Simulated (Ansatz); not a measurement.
Cost and result up the ladder for (KH)4 cube (K4H4) (8 atoms). The state is a singlet with charge 0. Geometry: PBE0-D4/def2-SVP.

```xyz
8

K     1.919   -1.266    0.235
H     1.674    1.306    0.670
K    -0.540    0.964    2.030
H    -0.345   -1.597    1.512
K    -1.737   -1.356   -0.695
H     0.520   -0.929   -1.955
K     0.359    1.658   -1.569
H    -1.848    1.220   -0.226
```

Ansatz on 4 threads of Arm Neoverse V1 on a shared host. Times are rough, and most runs start from the orbitals of an earlier one. ωB97X-V/def2-TZVP serves as the yardstick here, not as an exact answer. Differences are given only for rows in sets of like size (and for xTB, whose basis is part of the method), since another set adds its own error. Binding counts from free atoms at the same level (K doublet, H doublet; other spins of the atoms weren't run), without zero-point energy or a counterpoise term.

The 6-31G sets use Cartesian d functions. B3LYP takes the VWN-RPA correlation. HSE06 is defined as in plane-wave codes, on full-range PBE exchange. Correlated methods freeze 20 core orbitals; core or outer-core shells of K are correlated, in sets that lack core-valence functions.

Correlated methods converge slowly with the basis.

```json
{"level": "HF/6-31G", "functions": "124", "wall time": "1.1 s", "binding energy per atom (eV)": "0.99", "difference from ωB97X-V/def2-TZVP (eV)": "–"}
{"level": "LDA (SPW92)/def2-TZVP", "functions": "156", "wall time": "1.4 s", "binding energy per atom (eV)": "1.62", "difference from ωB97X-V/def2-TZVP (eV)": "0.04"}
{"level": "MP2/def2-TZVP", "functions": "156", "wall time": "1.9 s", "binding energy per atom (eV)": "1.29", "difference from ωB97X-V/def2-TZVP (eV)": "-0.30"}
{"level": "PBE-D4/def2-SVP", "functions": "116", "wall time": "2.2 s", "binding energy per atom (eV)": "1.46", "difference from ωB97X-V/def2-TZVP (eV)": "–"}
{"level": "PBE0-D4/def2-SVP", "functions": "116", "wall time": "2.8 s", "binding energy per atom (eV)": "1.46", "difference from ωB97X-V/def2-TZVP (eV)": "–"}
{"level": "PBE-D4/def2-TZVP", "functions": "156", "wall time": "2.9 s", "binding energy per atom (eV)": "1.47", "difference from ωB97X-V/def2-TZVP (eV)": "-0.12"}
{"level": "revPBE-D4/def2-TZVP (with forces)", "functions": "156", "wall time": "3.3 s", "binding energy per atom (eV)": "1.49", "difference from ωB97X-V/def2-TZVP (eV)": "-0.10"}
{"level": "B3LYP-D4/6-31G", "functions": "124", "wall time": "3.6 s", "binding energy per atom (eV)": "1.55", "difference from ωB97X-V/def2-TZVP (eV)": "–"}
{"level": "PBE0-D4/def2-TZVP", "functions": "156", "wall time": "3.7 s", "binding energy per atom (eV)": "1.47", "difference from ωB97X-V/def2-TZVP (eV)": "-0.12"}
{"level": "HSE06-D4/def2-TZVP", "functions": "156", "wall time": "3.7 s", "binding energy per atom (eV)": "1.46", "difference from ωB97X-V/def2-TZVP (eV)": "-0.12"}
{"level": "CAM-B3LYP-D4/def2-TZVP", "functions": "156", "wall time": "3.7 s", "binding energy per atom (eV)": "1.57", "difference from ωB97X-V/def2-TZVP (eV)": "-0.02"}
{"level": "BHLYP-D4/def2-TZVP", "functions": "156", "wall time": "4 s", "binding energy per atom (eV)": "1.54", "difference from ωB97X-V/def2-TZVP (eV)": "-0.05"}
{"level": "ωB97X-V/def2-TZVP", "functions": "156", "wall time": "13 s", "binding energy per atom (eV)": "1.59", "difference from ωB97X-V/def2-TZVP (eV)": "0.00"}
{"level": "B97M-V/def2-TZVP", "functions": "156", "wall time": "15 s", "binding energy per atom (eV)": "1.61", "difference from ωB97X-V/def2-TZVP (eV)": "0.02"}
```
